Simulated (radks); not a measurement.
Tb4+, 61 electrons, occupied as [Kr] 4d10 4f7 5s1.75 5p6 6p0.25 (fractional occupations, a model configuration).

Method: scalar-relativistic Kohn-Sham, PBE, spin-polarised, spherical densities, finite nucleus; open shells are filled with parallel spins first (spin-orbit coupling, left out, can overturn this in heavy ions); Fermi nuclear charge, rms radius 5.06 fm; computed with a radial shooting solver on a logarithmic mesh with Libxc functionals.

Energy parts (hartree):
total: -11704.5957
kinetic: 12596.1749
electron-nucleus: -28481.2941
Hartree: 4434.8428
exchange-correlation: -254.3193

Orbitals (lengths in bohr, moments of r in powers of bohr):
| orbital | occ. | eigenvalue (hartree) | <r> |
|---|---|---|---|
| 1s up | 1 | -1907.518 | 0.02151 |
| 1s down | 1 | -1907.517 | 0.02151 |
| 2s up | 1 | -317.9237 | 0.09151 |
| 2s down | 1 | -317.9208 | 0.09151 |
| 2p up | 3 | -282.7488 | 0.08089 |
| 2p down | 3 | -282.7464 | 0.08089 |
| 3s up | 1 | -72.20487 | 0.2395 |
| 3s down | 1 | -72.09458 | 0.2393 |
| 3p up | 3 | -61.35479 | 0.2382 |
| 3p down | 3 | -61.24492 | 0.2380 |
| 3d up | 5 | -47.19718 | 0.2167 |
| 3d down | 5 | -47.11296 | 0.2164 |
| 4s up | 1 | -16.04806 | 0.5401 |
| 4s down | 1 | -15.80076 | 0.5402 |
| 4p up | 3 | -12.46293 | 0.5713 |
| 4p down | 3 | -12.21830 | 0.5716 |
| 4d up | 5 | -7.53739 | 0.6178 |
| 4d down | 5 | -7.29580 | 0.6190 |
| 5s up | 1 | -3.54027 | 1.257 |
| 5s down | 0.75 | -3.41387 | 1.277 |
| 5p up | 3 | -2.60787 | 1.429 |
| 5p down | 3 | -2.51173 | 1.456 |
| 4f up | 7 | -2.15836 | 0.7698 |
| 4f down | 0 | -1.93467 | 0.7940 |
| 6p up | 0.25 | -0.99148 | 3.233 |

The highest occupied level is 6p up at -26.980 eV. The configuration is held as typed, so some empty levels lie below it. The electron density at the nucleus is 7.202e+05 e/bohr^3 (large components only).
